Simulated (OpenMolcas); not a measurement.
**V2+: ligand-field states by method**

V2+ with its 6 nearest fluoride ions at 2.07 Å, on the Li site of LiF (a = 4.028 Å, distance in the model lattice 2.014 Å). The rest of the host is ab initio model potentials to 7.6 Å and point charges beyond; the distance is set by hand and nothing relaxes, and no local charge compensation is placed. Ligand basis ANO-RCC-VDZP.

```json
{
  "Program": "OpenMolcas",
  "Basis": "ANO-RCC-VTZP [6s5p3d2f1g]",
  "Scalar Hamiltonian": "DKH2, point nucleus",
  "Active space": "3 electrons in 5 orbitals (3d)",
  "State averaging": "2S+1 = 4 even, 10 roots; 2S+1 = 2 even, 40 roots",
  "Spin-orbit coupling": "RASSI with atomic mean-field integrals over the reference wave functions"
}
```

I. CASSCF
II. SS-CASPT2, IPEA 0.25 Eh, imaginary shift 0.1 Eh (closed shells correlated: 3s 3p and the ligand valence shells)

Spin-free states (labels of O, the rotations of Oh) in cm-1, each column counted from its own energy of the first state listed:

| State | Degeneracy | I | II |
| --- | --- | --- | --- |
| 4A2 | 1 | 0 | 0 |
| 4T2 | 3 | 12867 | 14160 |
| 2E | 2 | 16603 | 12870 |
| 2T1 | 3 | 17416 | 13630 |
| 4T1 | 3 | 20497 | 20480 |
| 2T2 | 3 | 23642 | 18870 |
| 2A1 | 1 | 26768 | 23780 |
| 2T2 | 3 | 29941 | 27780 |
| 2T1 | 3 | 30405 | 27880 |
| 2E | 2 | 32134 | 28460 |
| 4T1 | 3 | 32587 | 31450 |
| 2T1 | 3 | 36314 | 32880 |
| 2T2 | 3 | 42713 | 38860 |
| 2T1 | 3 | 43474 | 42740 |
| 2A2 | 1 | 45326 | 39140 |
| 2T2 | 3 | 47567 | 43430 |
| 2E | 2 | 51072 | 47450 |
| 2T1 | 3 | 54022 | 50100 |
| 2E | 2 | 70120 | 63640 |
| 2T2 | 3 | 73141 | 66650 |

From I to II, I's first state of the same spin (4T2) moves from 12867 to 14160 cm-1, by about +1300 cm-1.

From I to II, I's first state of another spin (2E) moves from 16603 to 12870 cm-1, by about -3700 cm-1.

I: A least-squares ligand-field fit to the states below 45000 cm-1, each weighted by its degeneracy and with a free common offset, gives 10Dq = 13267 cm-1, B = 948 cm-1 and C = 3443 cm-1 (C/B = 3.63), with an rms deviation of 192 cm-1. The same method and metal basis give the free ion B = 959 cm-1 (fit to its terms below 60000 cm-1, rms deviation 74 cm-1), so the nephelauxetic ratio is β = 948 / 959 = 0.99; it hangs on how both fits weigh the states, and computed free-ion B values tend to be too large, so β mixes covalency with correlation.

II: A least-squares ligand-field fit to the states below 45000 cm-1, each weighted by its degeneracy and with a free common offset, gives 10Dq = 14505 cm-1, B = 735 cm-1 and C = 2788 cm-1 (C/B = 3.79), with an rms deviation of 586 cm-1. The same method and metal basis give the free ion B = 813 cm-1 (fit to its terms below 60000 cm-1, rms deviation 360 cm-1), so the nephelauxetic ratio is β = 735 / 813 = 0.90; it hangs on how both fits weigh the states, and computed free-ion B values tend to be too large, so β mixes covalency with correlation.

From I to II, 10Dq changes by +9 %, B by -22 % and C by -19 %.

χT at 300 K: I 1.86, II 1.86 cm3 K/mol.

Roots that are degenerate in the reference are averaged as groups; the widest CASPT2 spread within a group is 120 cm-1 (the 3-fold group of multiplicity 2 near 42700 cm-1 above the lowest state of its run, II). Shifts and gaps below about the spread of the groups concerned are not significant. Over all roots computed the reference weight is 0.75 in II; a low but even weight reflects the number of correlated electrons. Ligand-to-metal charge-transfer states are missing. With no ligand orbital active B as a rule stays too high, so bands that hang on it stand too high and its fall with covalency is understated. Without dynamic correlation the repulsion within the d shell is too large (B by tens of per cent), so at a given field states of lower spin stand too high (holds for I). With metal d orbitals alone and no dynamic correlation 10Dq can be off by a tenth to a fifth, either way, in oxide and fluoride hosts (holds for I). With one d shell and no ligand orbital active, 10Dq can be off by tens of per cent for divalent 3d ions, low with halides held by bare charges and at times high in hosts (holds for II). Free-ion shares, where given, are those of the reference states; single-state CASPT2 does not remix them (holds for II). No measured value stands beside these numbers; the geometry was set by hand and not optimised.
